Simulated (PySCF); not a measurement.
# Working out the ionisation energy of P⁺

P⁺ [Ne] 3s2 3p2 (3P) → P²⁺ [Ne] 3s2 3p1 (2P). Calculation: PySCF 2.14, in aug-cc-pV(T+d)Z (6s5p4d2f, 55 functions); the non-relativistic Hamiltonian (point nucleus). Frozen: [Ne]. Energies in hartree (1 hartree = 27.21139 eV):

```csv
part,P⁺ (lower),P²⁺ (upper)
UHF,-340.352275,-339.648052
CCSD correlation,-0.083133,-0.065108
(T),-0.002373,-0.001057
```

Q: What does Hartree-Fock give?

A: (-339.648052) − (-340.352275) = 0.704223 hartree = 19.163 eV.

Q: What do CCSD and CCSD(T) give?

A: The CCSD correlation energies differ by 0.018025 hartree = 0.490 eV and the triples by 0.001316 hartree = 0.036 eV, so CCSD gives 19.653 eV and CCSD(T) 19.689 eV.

A first-order spin-orbit estimate adds -0.007 eV to CCSD(T) (valence), giving 19.682 eV against 19.769 eV (semi-empirical (NIST evaluation); NIST Atomic Spectra Database, ionization energies).

What remains against the reference includes basis incompleteness, the frozen core and higher excitations.
